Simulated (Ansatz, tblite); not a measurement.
Removing and adding an electron: Ga₄O₁₂H₁₂, a hydroxylated oxide cluster. Total charge 0; singlet. Geometry: r2SCAN-D4/def2-SVP. Ansatz, gas phase; energy differences of separate SCF runs; the oxidised species was run as a doublet alone; the reduced species was run as a doublet alone.

Cartesian coordinates in Å:
```
Ga -0.5087 -1.2066 0.3386
Ga 1.0054 -1.4607 -2.1437
Ga -1.4108 1.9865 0.1351
Ga 0.8924 0.8367 2.0556
O 2.0183 0.0620 -1.9728
O 0.9709 -2.3443 -0.4399
O 1.4000 -2.4346 -3.5846
O -1.7172 -2.4700 0.8430
O 2.1623 1.4105 3.1616
O 0.8775 0.3652 0.2780
O 0.1526 -0.8679 2.2904
O -0.7159 -0.9103 -1.6478
O -0.7690 1.8695 -1.5653
O -0.2526 2.2941 1.6641
O -1.8356 0.2385 0.6741
O -2.7381 3.1494 0.4475
H 2.7974 0.1432 -2.5347
H 1.7831 -2.4743 0.0654
H 0.7815 -3.1593 -3.7398
H -1.5226 -3.3316 0.4558
H 2.6382 0.6940 3.6001
H 1.5478 0.4234 -0.4567
H -0.5479 -1.1007 2.9150
H -0.8924 0.0523 -1.8105
H 0.1960 1.7854 -1.6055
H -0.5757 2.9360 2.3109
H -2.7329 -0.1169 0.6117
H -3.0038 3.6305 -0.3458
```

The xTB rows come from tblite. Single mean-field runs in def2-TZVP are fitted with def2-universal-jkfit.

| level | −HOMO (eV) | vertical IE (eV) | −LUMO (eV) | vertical EA (eV) | HOMO–LUMO gap (eV) | IE − EA (eV) | remarks |
| --- | --- | --- | --- | --- | --- | --- | --- |
| GFN1-xTB | 11.65 | 13.90 | 5.57 | 3.59 | 6.08 | 10.30 | – |
| GFN2-xTB | 12.09 | 14.40 | 8.27 | 6.08 | 3.82 | 8.32 | – |
| PBE-D4/def2-TZVP | 6.05 | – | 1.98 | 0.27 | 4.07 | – | HOMO above zero (-1 doublet) |
| PBE0-D4/def2-TZVP | 7.75 | 9.65 | 1.07 | -0.14 | 6.68 | 9.79 | HOMO above zero (-1 doublet) |
| BHLYP-D4/def2-TZVP | 9.41 | 9.98 | 0.29 | -0.47 | 9.12 | 10.45 | HOMO above zero (-1 doublet) |

Run but left out: PBE-D4/def2-TZVP (charge +1 doublet: an occupied level 0.08 eV above an empty one).   A HOMO above zero means that the electron is unbound at that level or that self-interaction error raises the level; the energy of removing that electron tells which. Raw xTB energy differences between charge states are shifted by several eV; the methods need an empirical correction for them. Sets without diffuse functions give affinities that are too small. A negative affinity means that the extra electron isn't bound; its size then hangs on the basis.
